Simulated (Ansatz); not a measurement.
The cluster Nb2P2 was relaxed with PBE0-D4 (def2-SVP) in Ansatz in these states: neutral quintet, neutral singlet, neutral triplet. The geometries follow in no particular order.

In the def2 sets Nb takes a core potential; there is no spin–orbit coupling.

A:

```xyz
4

Nb    1.108    0.334   -0.427
Nb   -1.162    0.400   -0.105
P    -0.211   -1.443   -1.192
P     0.265    0.709    1.725
```

B:

Cartesian coordinates in Å:
```
Nb 1.2187 0.3802 0.7248
Nb -0.9450 -0.8049 -0.7835
P -0.8123 -0.4281 1.5022
P 0.5386 0.8527 -1.4435
```

C:

```xyz
4

Nb    1.201   -0.462    0.221
Nb   -1.247   -0.151    0.355
P     0.248    1.514    1.015
P    -0.202   -0.901   -1.591
```

Task: Judge from the bond lengths which geometry belongs to which state (an estimate).

Result: A is the neutral singlet (Nb1–Nb2 2.294 Å, Nb1–P3 2.341 Å, Nb2–P3 2.341 Å); B is the neutral quintet (Nb1–Nb2 2.892 Å, Nb1–P3 2.320 Å, Nb2–P3 2.320 Å); C is the neutral triplet (Nb1–Nb2 2.471 Å, Nb1–P3 2.333 Å, Nb2–P3 2.333 Å).

At PBE0-D4/def2-SVP the charge 0 quintet is spin-contaminated (final ⟨S²⟩ up to 6.19, 6.00 for a pure state). At PBE0-D4/def2-TZVP a singlet lies 1.46 eV below the neutral quintet. At PBE0-D4/def2-TZVP a singlet lies 0.55 eV below the neutral triplet. These are the stationary points nearest to one start from a short search; other shapes may lie lower in each state.
